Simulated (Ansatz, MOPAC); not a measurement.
Molecule: GeBr$_{2}$ (charge 0, singlet). SMILES: [Br][Ge][Br]

Atoms: Ge1, Br2, Br3. Bonds: Ge1-Br2, Ge1-Br3.

Bond lengths (Å) and angles (degrees) optimised at PM3 with MOPAC; PM6 with MOPAC; PM7 with MOPAC; HF/STO-3G with Ansatz (an electronic-structure program); HF/LANL2DZ with Ansatz; PBE/LANL2DZ with Ansatz, each started from the B3LYP-D3(BJ)/def2-TZVP structure (Ansatz) of the last column. A row stands for all coordinates that are equal there. No wavenumbers were computed at HF/STO-3G, PBE/LANL2DZ, so these may be saddle points.

```tsv
coordinate	PM3	PM6	PM7	HF/STO-3G	HF/LANL2DZ	PBE/LANL2DZ	B3LYP-D3(BJ)/def2-TZVP
Ge1-Br2	2.322	2.328	2.408	2.275	2.461	2.485	2.367
Br2-Ge1-Br3	112.5	104.3	99.2	99.1	101.4	102.5	101.5
```

Mean signed difference of all 2 bond lengths from B3LYP-D3(BJ)/def2-TZVP: PM3 -0.045 Å, PM6 -0.039 Å, PM7 0.041 Å, HF/STO-3G -0.092 Å, HF/LANL2DZ 0.094 Å, PBE/LANL2DZ 0.117 Å.
